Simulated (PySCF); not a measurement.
Working out the ionisation energy of Ag⁺

Ag⁺ [Kr] 4d10 (1S) → Ag²⁺ [Kr] 4d9 (2D). All numbers are calculated (PySCF 2.14, the spin-free X2C one-electron Hamiltonian (Gaussian nucleus), in x2c-SVPall). Frozen: [Kr]. Energies in hartree (1 hartree = 27.21139 eV):

```json
{"part": "UHF", "Ag⁺ (lower)": "-5312.073408", "Ag²⁺ (upper)": "-5311.345242"}
{"part": "MP2 opposite-spin", "Ag⁺ (lower)": "-0.167602", "Ag²⁺ (upper)": "-0.131275"}
{"part": "MP2 same-spin", "Ag⁺ (lower)": "-0.099111", "Ag²⁺ (upper)": "-0.078718"}
```

Q: What does Hartree-Fock give?

A: (-5311.345242) − (-5312.073408) = 0.728166 hartree = 19.814 eV.

Q: What do MP2 and SCS-MP2 (6/5 opposite-spin, 1/3 same-spin) give?

A: The opposite-spin parts differ by 0.989 eV and the same-spin parts by 0.555 eV. MP2: 19.814 + (0.989) + (0.555) = 21.358 eV. SCS-MP2: 19.814 + 1.2 × (0.989) + (0.555)/3 = 21.186 eV.

Reference: 21.484 eV (measured; NIST Atomic Spectra Database, ionization energies), between the lowest levels; spin-orbit coupling is absent from the calculation.

A double-zeta basis recovers only part of the correlation energy.

What remains against the reference includes basis incompleteness, the frozen core and correlation beyond second order.
